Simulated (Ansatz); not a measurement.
AlFH₆O₂Si₂ (`[F][Al]([O][SiH3])[O][SiH3]`), one more setting.

```yaml
crystal:
  periodic: [false, false, false]
  atoms:
    - {symbol: F, position_ang: [-2.924957, 0.169409, -0.103942]}
    - {symbol: Al, position_ang: [-1.208708, 0.067270, -0.043249]}
    - {symbol: O, position_ang: [-0.435314, -1.454624, -0.407193]}
    - {symbol: Si, position_ang: [0.287767, -2.959191, -0.764769]}
    - {symbol: O, position_ang: [-0.287895, 1.488380, 0.380278]}
    - {symbol: Si, position_ang: [0.576122, 2.899212, 0.801506]}
    - {symbol: H, position_ang: [1.828219, -2.780993, -0.940235]}
    - {symbol: H, position_ang: [-0.310258, -3.536215, -2.085422]}
    - {symbol: H, position_ang: [0.020756, -3.962408, 0.400235]}
    - {symbol: H, position_ang: [2.101751, 2.682448, 0.554565]}
    - {symbol: H, position_ang: [0.346199, 3.227873, 2.309511]}
    - {symbol: H, position_ang: [0.087167, 4.100880, -0.065480]}
basis:
  gaussian: {orbitals: def2-SVPD}
total_charge: 1
magnetization: {spin_polarized: true, initial_magnetization: 1}
hamiltonian: {xc: {name: wB97}}
scf: {lower_state_search: full}
```

```sh
$ ansatz run in.yaml --threads 4 --pin off --events-out ev --progress --plain --max-ram 11315MiB
```

Shortened log:

```
Functional definition: wB97
1624 factors; their error is unknown
868 factors; integrals over basis functions are off by at most 2.5e-5 eV
mean field evaluation 1: about -29224.0733 eV, gradient 7.2e1 eV
mean field evaluation 2: about -29205.9786 eV, gradient 1.0e2 eV
mean field evaluation 4: about -29242.4684 eV, gradient 5.9e0 eV
mean field evaluation 8: about -29242.6482 eV, gradient 4.1e-1 eV
mean field evaluation 16: about -29242.6842 eV, gradient 1.9e-1 eV
mean field evaluation 32: about -29242.6111 eV, gradient 4.1e-1 eV
mean field evaluation 64: about -29242.6703 eV, gradient 2.9e-1 eV
mean field -29242.69047834 eV, -1074.6490536714 hartree, gradient 8.0e-6 eV, S^2 0.762023; 8 other end points of the search recorded, 0 dependent functions left out
reference -29242.69046008 eV, -1074.6490530006 hartree; 36, 35 occupied and 153, 154 virtual orbitals, 1624 factors
Total energy: -29242.69046008 eV, -1074.6490530006 hartree
```

It took 52 s on 4 threads of an Intel Xeon Platinum 8259CL on a shared host, with 1.3 GiB of host memory at the peak.
